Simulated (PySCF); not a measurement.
Telling isomers of C7H7Cl apart by NMR

PySCF calculation with coordinates at the GFN2-xTB level and GIAO PBE0/pcSseg-1 shieldings; a single conformation, relativity neglected, one averaged value for each set of equivalent atoms, no solvent model.

Chemical shifts δ = σref − σ; TMS for 1H, 13C, all at this level. Where no couplings were computed, multiplicities follow the n + 1 count of equivalent neighbours, and m marks all less simple cases (inequivalent or close neighbours, rings, F or P nearby). Shifts are as computed. Against solution values, carbons near 30 ppm lie about +3 ppm off and those near 130 ppm about +5 ppm; carbons on Cl a further +6 ppm. Of 1211 compounds with measured shifts, 218 miss one by over three times the rms of a fit or turn the order of signals round; such compounds aren't used in these exercises. Carbons bonded to Cl come out too deshielded.

(1) Tabulate the signals of `C=C1C(=C)C(Cl)=C1C`, `Cl[C@]12C=C[C@H](C=C1)C2` and their relative energies.

(2) What is the quickest way to tell C=C1C(=C)C(Cl)=C1C from Cl[C@]12C=C[C@H](C=C1)C2?

Answers

(1) 
```tsv
SMILES	carbon types	δC	δH	E rel. (kcal/mol)
C=C1C(=C)C(Cl)=C1C	4×C 2×CH2 1×CH3	163.6, 156.4, 153.7, 153.4, 96.6, 96.0, 11.7	5.02 (m, 1H), 5.01 (m, 1H), 5.00 (m, 1H), 4.92 (m, 1H), 2.12 (s, 3H)	10.3
Cl[C@]12C=C[C@H](C=C1)C2	1×C 5×CH 1×CH2	157.8, 153.6, 90.8, 82.3, 52.5	7.17 (m, 2H), 7.08 (m, 2H), 3.41 (m, 1H), 2.51 (m, 2H)	0.0
```

Energies are electronic energies at PBE0/pcSseg-1 on these geometries, without zero-point or thermal terms, each for the one conformer computed, which needn't be the lowest.

(2) Count the carbon signals: 7 against 5. The first has a fully substituted alkene carbon (C) at 163.6 ppm, the second an alkene CH at 157.8 ppm. In the proton spectra the most deshielded non-exchanging signals are 5.02 (m, 1H) and 7.17 (m, 2H).
